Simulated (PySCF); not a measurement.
C3H5ClSi, SMILES C#C[Si@@H](C)Cl.

Geometry: B3LYP-D3(BJ)/def2-SVP. The structure was generated by enumeration; whether it is a known compound was not checked.

The numbers are results of PBE/def2-TZVP (PySCF), not measurements.

The total energy is -866.59090 hartree. The highest occupied level is -7.12 eV, the lowest empty level is -1.52 eV and the orbital gap comes out as 5.60 eV. The dipole moment is 1.91 D, the quadrupole, principal values (traceless, Buckingham form, about the centre of nuclear charge) comes out as -4.37, -3.29, 7.65 D·Å and the mean static polarisability is 71.7 bohr³ (10.62 Å³). The polarisability, principal values is 56.5, 68.1, 90.5 bohr³.
